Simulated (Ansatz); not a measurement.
Consider the cleavage of the Si–Al bond: `B[NH][AlH][SiH](F)Cl` + `[NH2][GeH3]` → `F[SiH](Cl)[NH][GeH3]` + `B[NH][AlH2]`.

Calculated with Ansatz (gas phase, PBE0-D4/def2-TZVP geometries, no zero-point term in ΔE). CCSD(T)/CBS adds triple-zeta CCSD(T) − MP2 to the extrapolated MP2 energy (def2 sets, frozen cores). Functionals use def2-TZVPP. B3LYP here is the variant with VWN-RPA as its local correlation; programs differ in this. For Ge outer-core shells are correlated without core-valence functions, which leaves a few kJ/mol of doubt a bond. Scalar relativity is left out up to krypton. Each species was taken in one conformer, which may not be the lowest.

`B[NH][AlH][SiH](F)Cl`:

```xyz
11

B    -0.725   -0.385    1.783
N    -0.888    0.855    1.143
Al   -0.172    1.221   -0.466
Si    1.121   -0.569   -1.559
F     2.215   -1.220   -0.589
Cl   -0.203   -2.051   -2.109
H    -1.229   -0.602    2.849
H    -0.068   -1.229    1.235
H    -1.449    1.541    1.630
H    -0.449    2.641   -1.114
H     1.848   -0.201   -2.803
```

`[NH2][GeH3]`:

Z-matrix (Å, degrees):
```
Ge
N 1 1.843
H 1 1.536 2 106.9
H 1 1.548 2 114.5 3 -120.5
H 1 1.536 2 106.8 3 119.0
H 2 1.011 1 113.7 3 59.1
H 2 1.011 1 113.6 3 -176.9
```

`F[SiH](Cl)[NH][GeH3]`:

Z-matrix (Å, degrees):
```
Si
Cl 1 2.043
N 1 1.686 2 109.5
F 1 1.593 2 105.5 3 122.4
H 1 1.472 2 111.0 3 -122.6
Ge 3 1.849 1 127.2 2 -154.6
H 3 1.010 1 117.2 2 33.1
H 6 1.533 3 105.9 1 9.2
H 6 1.537 3 110.0 1 -110.7
H 6 1.536 3 108.8 1 128.9
```

`B[NH][AlH2]`:

Z-matrix (Å, degrees):
```
B
N 1 1.403
H 1 1.201 2 118.6
H 1 1.200 2 120.9 3 180.0
Al 2 1.803 1 124.4 3 -0.0
H 2 1.012 1 115.8 3 -180.0
H 5 1.577 2 118.3 1 0.1
H 5 1.583 2 117.1 1 -179.8
```

Task: Is it downhill or uphill in electronic energy at CCSD(T)/CBS, and by how much? (Estimate.)

Result: The calculation gave: Downhill: ΔE = -95.4 kJ/mol.

Task: What do these levels give: PBE0-D4, B2PLYP, B3LYP, CCSD/def2-TZVPP, HF/def2-QZVPP, MP2/def2-QZVPP? (Estimate.)

Result: Computed: PBE0-D4 -80.6, B2PLYP -96.6, B3LYP -89.7, CCSD/def2-TZVPP -98.4, HF/def2-QZVPP -110.8, MP2/def2-QZVPP -104.9 kJ/mol.

Largest T1 diagnostic among the species: 0.012.

From PBE to PBE0 (25 % exact exchange), in def2-TZVPP and without D4, ΔE moves by −9.0 kJ/mol. In def2-TZVPP, CCSD(T) changes the Hartree–Fock value by +12.6 kJ/mol (the triples alone add +1.7 kJ/mol) and MP2 by +4.1 kJ/mol.
